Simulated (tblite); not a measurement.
Run record: tight-binding relaxation, `BC1CCC1`.

Computed with GFN2-xTB geometry optimisation, gas phase (tblite 0.8.0). Start geometry: from a force field or distance geometry. The input is one job of a driver script: a line of settings, then coordinates in Å.

Command:
```bash
OMP_NUM_THREADS=1 python probes_run.py task.json out
```

Input:
```
{"job": {"kind": "relax", "xc": "GFN2-xTB", "basis": "xTB"}, "charge": 0, "multiplicity": 1}
B      1.663100    -0.884900     0.195900
C      0.374300    -0.410700    -0.664600
C      0.099600     1.022900    -0.273000
C     -1.085600     0.600700     0.548900
C     -0.955600    -0.778900    -0.080500
H      2.678700    -0.462100    -0.238900
H      1.507900    -0.758700     1.372700
H      0.522200    -0.615300    -1.718000
H      0.936500     1.474000     0.314900
H     -0.129900     1.588000    -1.189600
H     -2.008800     1.140800     0.300400
H     -0.880500     0.516800     1.656000
H     -1.003800    -1.589500     0.655200
H     -1.718800    -0.843300    -0.901600
```

Output:
```
step      E/eV     max force
  0    -389.87858    2.846
  1    -390.17121    1.799
  2    -390.30429    1.158
  3    -390.42419    0.952
  4    -390.46904    0.674
  5    -390.48414    0.369
  6    -390.49284    0.264
  7    -390.49724    0.163
  8    -390.49989    0.139
  9    -390.50193    0.094
... (80 lines left out)
 90    -390.55278    0.027
 91    -390.55294    0.035
 92    -390.55313    0.037
 93    -390.55328    0.034
 94    -390.55346    0.028
 95    -390.55359    0.022
 96    -390.55366    0.016
 97    -390.55371    0.022
 98    -390.55375    0.012
 99    -390.55379    0.010
```

«max force» is the largest atomic force in eV/Å.

From which step on does the largest force stay under 0.1 eV/Å, and how much energy is left to gain from there?

From step 88 (0.052 eV/Å), 1.5 meV above the end.

In short: energy lowered by 15.6 kcal/mol over 99 steps; largest atomic force 0.010 eV/Å at the end.

Give the final coordinates.

0.632 Å rms from the input after alignment:
```
atom  x, y, z in Å
B1     1.7765   -0.9453    0.0223
C2     0.4314   -0.3278   -0.4798
C3     0.0999    1.1602   -0.2177
C4    -1.2643    0.7525    0.3561
C5    -0.9013   -0.7308    0.2000
H6     2.7376   -0.2834    0.1017
H7     1.8255   -2.0815    0.2955
H8     0.3804   -0.5418   -1.5542
H9     0.7595    1.6311    0.5089
H10    0.0552    1.7900   -1.1046
H11   -2.1077    1.0627   -0.2583
H12   -1.4448    1.0750    1.3799
H13   -0.7654   -1.2502    1.1466
H14   -1.5833   -1.3112   -0.4186
```

The run took 0.64 s on one thread of an Arm Neoverse N1, no GPU, shared host.
Labels such as C1 count atoms from 1, the log's own numbers from 0.
